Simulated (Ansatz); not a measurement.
System: BN2H5, charge 0, singlet. BN2H5 (SMILES NBN).
B3LYP-D3(BJ)/def2-TZVP minimum from Ansatz (a program for electronic structure):
```
B
N 1 1.4119
H 2 1.0034 1 122.04
H 2 1.0060 3 113.52 1 180.00
N 1 1.4119 2 122.86 3 180.00
H 5 1.0034 1 122.04 2 180.00
H 5 1.0060 6 113.52 1 180.00
H 1 1.1954 2 118.57 3 0.00
```
Charge 0, spin multiplicity 1.

Total energies in hartree (Ansatz). Radicals and triplets start from unrestricted determinants; spin-orbit coupling is neglected. Cores are frozen in correlated methods. No relativity. Where a partner has so few electrons that a lower coupled-cluster level is exact, that level stands in.

```csv
species,HF/cc-pVTZ,CCSD(T)/cc-pVTZ,HF/cc-pVQZ,CCSD(T)/cc-pVQZ,CCSD(T)/cc-pVDZ,CCSDT(Q)/cc-pVDZ
1: BN2H5 (SMILES B(N)N),-136.63383,-137.21568,-136.64480,-137.25990,-137.06142,-137.06305
2: B (doublet),-24.53207,-24.59810,-24.53297,-24.60084,-24.58941,-24.58977
3: H (doublet),-0.49981,-0.49981,-0.49995,-0.49995,-0.49928,-0.49928
4: N (quartet),-54.40069,-54.51471,-54.40372,-54.52482,-54.47850,-54.47866
```

Task: Work out the atomisation energy (electronic, to ground-state atoms) in kcal/mol: take Hartree-Fock from cc-pVQZ, extrapolate the CCSD(T) correlation energy as X^-3 (X = 3, 4), and add CCSDT(Q) - CCSD(T) in cc-pVDZ. 1 hartree = 627.51 kcal/mol.

Result: 
Species 1: correlation (64·(-0.61510) - 27·(-0.58185))/37 = -0.63936; step -0.00163; E1 = -136.64480 + (-0.63936) + (-0.00163) = -137.28579
Species 2: correlation (64·(-0.06787) - 27·(-0.06603))/37 = -0.06921; step -0.00036; E2 = -24.53297 + (-0.06921) + (-0.00036) = -24.60254
Species 3: correlation (64·(0.00000) - 27·(0.00000))/37 = 0.00000; step +0.00000; E3 = -0.49995 + (0.00000) + (+0.00000) = -0.49995
Species 4: correlation (64·(-0.12110) - 27·(-0.11402))/37 = -0.12627; step -0.00016; E4 = -54.40372 + (-0.12627) + (-0.00016) = -54.53015
-1·E1 +1·E2 +5·E3 +2·E4 = 1.12320 hartree = 704.8 kcal/mol.
